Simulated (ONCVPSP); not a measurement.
# Before and after: ONCV potential for nickel (Ni)

Ni (Z = 28), optimised norm-conserving Vanderbilt (ONCV), made with ONCVPSP 4.0.1 (PBE, scalar-relativistic). Core [Ne], reference 3s2 3p6 3d8 4s1.75 (charge +0.25). Waves: 3s+4s: rc 1.35 bohr, ncon 3, nbas 8, qcut 10.4 1/bohr, 3 projectors, debl 0.7 Ha; 3p: rc 1.20 bohr, ncon 5, nbas 9, qcut 11.6 1/bohr, 2 projectors, debl 0.3 Ha; 3d: rc 1.50 bohr, ncon 4, nbas 8, qcut 12.6 1/bohr, 2 projectors, debl 2.2 Ha. Local part: polynomial inside 1.20 bohr (lpopt 5, dvloc0 -1 Ha). Core correction: none.

In the p channel the program set the typed energies aside and used -2.701, 0.250 Ha.

All-electron outer shells of the reference configuration (PBE, scalar-relativistic, ld1.x):

| shell | level (eV) | outermost node (bohr) | outermost maximum (bohr) |
| --- | --- | --- | --- |
| 2p | -846.77 | – | 0.16 |
| 3s | -113.18 | 0.30 | 0.64 |
| 3p | -73.51 | 0.27 | 0.65 |
| 3d | -10.98 | – | 0.63 |
| 4s | -7.42 | 0.92 | 2.21 |

Change: s: rc 1.62.

Cutoffs: the cutoffs (Ha) at which the residual kinetic energy of the hardest occupied pseudo-wave falls to 1 and 0.1 mHa per electron; they do not see the model core or the augmentation charge, which bear on the density cutoff. Errors are all-electron minus pseudo energies relative to the spin-unpolarised reference configuration.

What does the change do?

The potential gets neither clearly harder nor softer (54 Ha and 61 Ha → 54 Ha and 61 Ha); the d channel sets the loose cutoff, while the largest relative change is in s, which becomes softer; the errors of the 4 common tests hardly move; neither file shows a bound ghost.

| quantity | base | changed |
| --- | --- | --- |
| cutoff, loose | 54 Ha | 54 Ha |
| cutoff, tight | 61 Ha | 61 Ha |
| loose cutoff by channel | s 30 Ha, p 42 Ha, d 54 Ha | s 15 Ha, p 42 Ha, d 54 Ha |
| bound ghosts | none | none |
| GHOST(+) flags under 300 eV | none | none |
| error for 3s2 3p6 3d8 4s2, meV [ΔE -1.63 eV] | +0.2 | +0.2 |
| error for 3s2 3p6 3d8 4s1, meV [ΔE 7.69 eV] | +0.2 | +0.1 |
| error for 3s2 3p6 3d8 4s0, meV [ΔE 25.04 eV] | +4.1 | +3.5 |
| error for 3s2 3p6 3d8.5 4s1.5, meV [ΔE -2.81 eV] | +4.6 | +4.6 |
| p: phases at 1.22 bohr within 0.05 rad from the reference energy up to (Ha; the scan ends near 5) | to the end of the scan | to the end of the scan |
| d: phases at 1.52 bohr within 0.05 rad from the reference energy up to (Ha; the scan ends near 5) | to the end of the scan | to the end of the scan |
